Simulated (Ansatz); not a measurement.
`C[CH2][SnH2][F]` + CH₃NH₂ → `C[NH][SnH2][F]` + `CC` at 700 K and 1 bar (ligand exchange at the Sn–C bond).

Isolated molecules relaxed with PBE0-D4/def2-TZVP in Ansatz; ΔE leaves out vibrations. CBS: MP2 limit from def2 TZ/QZ plus the TZ coupled-cluster correction, frozen cores. This one scheme is used for every species. def2 core potentials past Kr. For Sn outer-core shells are correlated without core-valence functions, which leaves a few kJ/mol of doubt a bond. One conformer a species, not always the lowest.

```
          species  CCSD(T)/CBS energy (Eh)  H − E (kJ/mol)  S (J/(mol·K))
`C[CH2][SnH2][F]`               -394.15776           288.5          468.2
           CH₃NH₂                -95.75281           207.6          296.6
 `C[NH][SnH2][F]`               -410.19979           256.5          458.1
             `CC`                -79.71954           238.1          289.3
```

H − E and S are ideal-gas, rigid-rotor, harmonic terms from PBE0-D4/def2-TZVP, for one conformer and one mirror image of each species. 1 Eh = 2625.50 kJ/mol, R = 8.31446 J/(mol·K).

Q: By hand: ΔE, ΔH, ΔS and ΔG.

A: ΔE = (-410.19979) + (-79.71954) − (-394.15776) − (-95.75281) = -0.00876 Eh = -23.0 kJ/mol. Δ(H − E) = 256.5 + 238.1 − 288.5 − 207.6 = -1.5, so ΔH = -24.5 kJ/mol. ΔS = 458.1 + 289.3 − 468.2 − 296.6 = -17.4 J/(mol·K). ΔG = -24.5 − 700 × (-17.4)/1000 = -12.3 kJ/mol.

Q: By hand: the equilibrium constant, and the temperature at which ΔG would vanish if ΔH and ΔS stayed fixed.

A: log₁₀ K = −ΔG/(RT ln 10) = 0.9. ΔG = 0 at ΔH/ΔS = 1408 K, though so small a ΔS makes that figure unsure.

TΔS isn't small against ΔH here. A doubt of 5 kJ/mol in ΔE shifts log₁₀ K by 0.4 here. Other conformers and mirror images would add mixing entropy, several J/(mol·K) or more a flexible species. Modes under 60 cm⁻¹, often nearly free rotors, make the harmonic entropy too high. These are equilibria of isolated gas molecules and say nothing of rates. Largest T1 diagnostic: 0.013 (customary marks: 0.02 for closed shells, 0.045 for open ones).
